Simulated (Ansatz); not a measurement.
`C[SiH](F)B[SiH3]` → `F[SiH2]BC[SiH3]`  (isomerisation)

Calculated with Ansatz (gas phase, PBE0-D4/def2-TZVP geometries, no zero-point term in ΔE). CCSD(T)/CBS adds triple-zeta CCSD(T) − MP2 to the extrapolated MP2 energy (def2 sets, frozen cores). DFT in def2-TZVPP. Each species was taken in one conformer, which may not be the lowest.

(1) Is it downhill or uphill in electronic energy at CCSD(T)/CBS, and by how much? (Estimate.)

(2) What do these levels give: B2PLYP, MP2/def2-TZVPP, CCSD(T)/def2-TZVPP, SCS-MP2/def2-QZVPP, HF/CBS(def2), CCSD/CBS(def2)? (Best estimate.)

Largest T1 diagnostic among the species: 0.012.

Answers

(1) Ansatz gave: Downhill: ΔE = -6.3 kcal/mol.

(2) Computed: B2PLYP -6.5, MP2/def2-TZVPP -8.2, CCSD(T)/def2-TZVPP -6.4, SCS-MP2/def2-QZVPP -7.7, HF/CBS(def2) -5.8, CCSD/CBS(def2) -6.0 kcal/mol.

In def2-TZVPP, CCSD(T) changes the Hartree–Fock value by −0.8 kcal/mol (the triples alone add −0.3 kcal/mol) and MP2 by −2.7 kcal/mol.
